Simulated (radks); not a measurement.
Question: Species: Ce XIII. Configuration: [Kr] 4d(3/2: 3, 5/2: 6) 5s1 (not the ground configuration). Method: Dirac Kohn-Sham, BLYP, spin-unpolarised, spherical densities, finite nucleus; Fermi nuclear charge, rms radius 4.8771 fm; computed with a radial shooting solver on a logarithmic mesh with Libxc functionals. Some entries of the table are withheld. Estimate them.

orbital,occ.,eigenvalue (hartree),r(max) (bohr),<r> (bohr)
1s1/2,2,-1486.577,0.01574,0.02457
2s1/2,2,-244.5080,0.08921,(1)
2p1/2,2,-231.3279,0.06796,0.08793
2p3/2,4,-214.9047,0.07322,0.09413
3s1/2,2,(2),(3),0.2781
3p1/2,2,-53.10846,0.2414,(4)
3p3/2,4,-49.87427,0.2528,(5)
3d3/2,4,-40.10796,0.2031,0.2509
3d5/2,6,-39.41263,0.2063,0.2547
4s1/2,2,-17.68238,0.5890,0.6274
4p1/2,2,-15.58103,0.5969,0.6425
4p3/2,4,-14.85116,0.6202,0.6672
4d3/2,3,-11.36896,0.6347,0.7042
4d5/2,6,-11.23451,0.6420,0.7121
5s1/2,1,-7.57378,1.237,1.279

Answer: 
(1) 2s1/2 <r> (bohr): 0.1047
(2) 3s1/2 eigenvalue (hartree): -58.69225
(3) 3s1/2 r(max) (bohr): 0.2547
(4) 3p1/2 <r> (bohr): 0.2678
(5) 3p3/2 <r> (bohr): 0.2799
